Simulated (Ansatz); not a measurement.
`[SiH3][Ge]([Cl])([Cl])[Cl]` + `CO[SiH2]Cl` → germanium tetrachloride + `CO[SiH2][SiH3]` at 500 K and 1 bar (redistribution).

Calculated with Ansatz (gas phase, PBE0-D4/def2-TZVP geometries, no zero-point term in ΔE). CCSD(T)/CBS is the MP2 limit (def2-TZVPP, def2-QZVPP) plus CCSD(T) − MP2 in def2-TZVPP, frozen cores. For Ge outer-core shells are correlated without core-valence functions, which leaves a few kJ/mol of doubt a bond. Scalar relativity is left out up to krypton. One conformer a species, not always the lowest.

```csv
species,CCSD(T)/CBS energy (Eh),H − E (kJ/mol),S (J/(mol·K))
`[SiH3][Ge]([Cl])([Cl])[Cl]`,-3746.46107,129.6,462.9
`CO[SiH2]Cl`,-865.17164,200.8,382.5
`[Cl][Ge]([Cl])([Cl])[Cl]`,-3915.39126,56.6,400.6
`CO[SiH2][SiH3]`,-696.20864,271.2,431.8
```

H − E and S are ideal-gas, rigid-rotor, harmonic terms from PBE0-D4/def2-TZVP, for one conformer and one mirror image of each species. 1 Eh = 2625.50 kJ/mol, R = 8.31446 J/(mol·K).

By hand: ΔE, ΔH, ΔS and ΔG.

ΔE = (-3915.39126) + (-696.20864) − (-3746.46107) − (-865.17164) = 0.03281 Eh = 86.1 kJ/mol. Δ(H − E) = 56.6 + 271.2 − 129.6 − 200.8 = -2.6, so ΔH = 83.5 kJ/mol. ΔS = 400.6 + 431.8 − 462.9 − 382.5 = -13.0 J/(mol·K). ΔG = 83.5 − 500 × (-13.0)/1000 = 90.0 kJ/mol.

By hand: the equilibrium constant, and the temperature at which ΔG would vanish if ΔH and ΔS stayed fixed.

log₁₀ K = −ΔG/(RT ln 10) = -9.4. ΔH and −TΔS have one sign here, so there is no such temperature.

The number of gas molecules stays the same, so ΔS is small and ΔH decides. A doubt of 5 kJ/mol in ΔE shifts log₁₀ K by 0.5 here. Other conformers and mirror images would add mixing entropy, several J/(mol·K) or more a flexible species. These are equilibria of isolated gas molecules and say nothing of rates. Largest T1 diagnostic: 0.012 (customary marks: 0.02 for closed shells, 0.045 for open ones).
